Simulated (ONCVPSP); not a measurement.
## barium (Ba) ONCV: all-electron and pseudo phase curves

```
Element                 : barium (Ba)
Generator               : ONCVPSP 4.0.1
Type                    : optimised norm-conserving Vanderbilt (ONCV)
Functional              : PBEsol
Relativity              : fully relativistic
Frozen core             : [Kr] 4d10
Valence charge          : 10
Reference configuration : 5s2 5p6 6s1.5 (charge +0.5)
Partial waves           : 5s+6s: rc 2.85 bohr, ncon 4, nbas 8, qcut 5.2 1/bohr, 2 projectors; 5p: rc 2.20 bohr, ncon 3, nbas 7, qcut 3.2 1/bohr, 2 projectors, debl 1.8 Ha; d scattering state at 0.39 Ha: rc 2.60 bohr, ncon 5, nbas 10, qcut 4 1/bohr, 3 projectors, debl 1.5 Ha
Local potential         : polynomial inside 1.45 bohr (lpopt 3, dvloc0 3 Ha)
Core correction         : Teter function, fcfact 3.25, rcfact 1.5
```

Open shells are filled in proportion to 2j + 1.

In the d channel the program set the typed energies aside and used 0.050, 1.550, 3.050 Ha (j = l + 1/2; the other j can differ).

The phase is arctan(r·R′/R) of the radial function R(r), unwrapped; energies in Ha, scanned from -3 to 5 Ha. A pole is an energy at which the radial function vanishes at the test radius. The pseudo phase is shifted by a multiple of π to meet the all-electron one at the reference energy, and phase errors are pseudo minus all-electron; the curves can meet again beyond the range given. Levels narrower than the energy grid can be missing from the lists of poles.

Question: For each channel, where are the poles, and over which energies does the pseudopotential scatter like the atom?

Answer:

```json
{"channel": "s", "radius (bohr)": "2.89", "reference energy (Ha)": "-0.20", "poles, all-electron": "-1.24, 1.81", "poles, pseudo": "-1.24, 1.76, 3.13", "unbroken range about the reference energy with phases within 0.05 rad": "below 2.4", "phase error 1 Ha above the reference energy (rad)": "-0.002"}
{"channel": "p3/2", "radius (bohr)": "2.24", "reference energy (Ha)": "-0.76", "poles, all-electron": "0.13", "poles, pseudo": "0.12, 4.62", "unbroken range about the reference energy with phases within 0.05 rad": "below 2.2", "phase error 1 Ha above the reference energy (rad)": "-0.000"}
{"channel": "p1/2", "radius (bohr)": "2.24", "reference energy (Ha)": "-0.84", "poles, all-electron": "-0.06", "poles, pseudo": "-0.06, 4.61", "unbroken range about the reference energy with phases within 0.05 rad": "below 2.2", "phase error 1 Ha above the reference energy (rad)": "-0.000"}
{"channel": "d5/2", "radius (bohr)": "2.64", "reference energy (Ha)": "0.05", "poles, all-electron": "0.72, 4.64", "poles, pseudo": "0.72, 4.63", "unbroken range about the reference energy with phases within 0.05 rad": "the whole range", "phase error 1 Ha above the reference energy (rad)": "-0.000"}
{"channel": "d3/2", "radius (bohr)": "2.64", "reference energy (Ha)": "0.05", "poles, all-electron": "0.69, 4.59", "poles, pseudo": "0.69, 4.58", "unbroken range about the reference energy with phases within 0.05 rad": "the whole range", "phase error 1 Ha above the reference energy (rad)": "-0.000"}
```

Note: no bound ghost flagged; GHOST(+) flagged for s at 77.3 eV.

Phases in the p3/2 channel:

| E (Ha) | all-electron | pseudo |
| --- | --- | --- |
| -2.98 | 1.271 | 1.270 |
| -2.54 | 1.209 | 1.208 |
| -2.10 | 1.095 | 1.094 |
| -1.66 | 0.811 | 0.810 |
| -1.22 | -0.180 | -0.180 |
| -0.78 | -1.151 | -1.151 |
| -0.34 | -1.436 | -1.437 |
| 0.10 | -1.565 | -1.565 |
| 0.54 | -1.654 | -1.654 |
| 0.98 | -1.741 | -1.741 |
| 1.42 | -1.860 | -1.860 |
| 1.86 | -2.099 | -2.105 |
| 2.30 | -2.854 | -2.917 |
| 2.74 | -3.980 | -4.054 |
| 3.18 | -4.354 | -4.403 |
| 3.62 | -4.495 | -4.542 |
| 4.06 | -4.571 | -4.624 |
| 4.50 | -4.619 | -4.692 |
| 4.94 | -4.654 | -4.779 |
